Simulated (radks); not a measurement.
Ionisation ladder of antimony, from Sb XVIII to Sb XXIX. Each ion is in the ground configuration listed by NIST, and IE = E(next ion) - E(this ion). Method: Dirac Kohn-Sham, PBE, spin-unpolarised, spherical densities, finite nucleus; open shells fill j = l - 1/2 first; Fermi nuclear charge, rms radius 4.6802 fm; computed with a radial shooting solver on a logarithmic mesh with Libxc functionals.

species        configuration  E (hartree)  IE, Delta-SCF (eV)  IE, NIST (eV)       kind  error (eV)
Sb XVIII   [Ar] 3d10 4s2 4p4  -6370.81166              480.29            479     theory        +1.3
Sb XIX     [Ar] 3d10 4s2 4p3  -6353.16137              510.56            510     theory        +0.6
Sb XX      [Ar] 3d10 4s2 4p2  -6334.39870              554.06            552     theory        +2.1
Sb XXI     [Ar] 3d10 4s2 4p1  -6314.03734              585.65            584     theory        +1.7
Sb XXII        [Ar] 3d10 4s2  -6292.51505              663.52            657     theory        +6.5
Sb XXIII       [Ar] 3d10 4s1  -6268.13100              696.32          693.3  semi-emp.        +3.1
Sb XXIV            [Ar] 3d10  -6242.54156              1214.9           1214     theory        +0.9
Sb XXV              [Ar] 3d9  -6197.89513              1289.3           1285     theory        +4.3
Sb XXVI             [Ar] 3d8  -6150.51249              1365.4           1360     theory        +5.4
Sb XXVII            [Ar] 3d7  -6100.33640              1442.9           1441     theory        +1.9
Sb XXVIII           [Ar] 3d6  -6047.31043              1522.0           1518     theory        +4.0
Sb XXIX             [Ar] 3d5  -5991.37899              1602.5           1606     theory        -3.5

Reference values: NIST Atomic Spectra Database (exp. = measured, semi-emp. = semi-empirical, theory = theoretical value adopted there). The ionisation energy per charge of the ion left behind rises most, in proportion, at Sb XXIV ([Ar] 3d10), from 30.275 to 50.620 eV. Spin polarisation and multiplet splitting are left out, so open shells lie too high by an amount that depends on their filling.

Beside tabulated values, note that spin-unpolarised runs miss the spin-polarisation part of the exchange energy of open shells.
